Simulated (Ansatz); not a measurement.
```yaml
crystal:
  periodic: [false, false, false]
  atoms:
    - {symbol: N, position_ang: [0.231749, 1.315206, 0.100980]}
    - {symbol: C, position_ang: [-0.180118, 0.035119, 0.308582]}
    - {symbol: C, position_ang: [0.202763, -1.025175, -0.432453]}
    - {symbol: Ga, position_ang: [-1.305165, -0.990702, 1.661288]}
    - {symbol: H, position_ang: [0.691172, 1.562077, -0.763026]}
    - {symbol: H, position_ang: [-0.263273, 2.065412, 0.545005]}
    - {symbol: H, position_ang: [0.860597, -0.987666, -1.300968]}
    - {symbol: H, position_ang: [-0.145525, -2.031471, -0.175108]}
basis:
  gaussian: {orbitals: STO-3G}
magnetization: {spin_polarized: true, initial_magnetization: 1}
hamiltonian: {xc: {name: wB97M-V}, pseudopotentials: {relativity: none}}
output: {forces: true}
```

```sh
$ ansatz run in.yaml --threads 2 --pin off --events-out ev --progress --plain --max-ram 4352MiB
```

It prints (some lines left out):

```
Error: a molecule whose nuclei and cores have a total charge of 54 cannot have a net charge of 0 together with 1 unpaired electrons
```

**Question.** What is wrong with this run?

**Answer.** The number of unpaired electrons doesn't fit the electron count. The program refused the input.
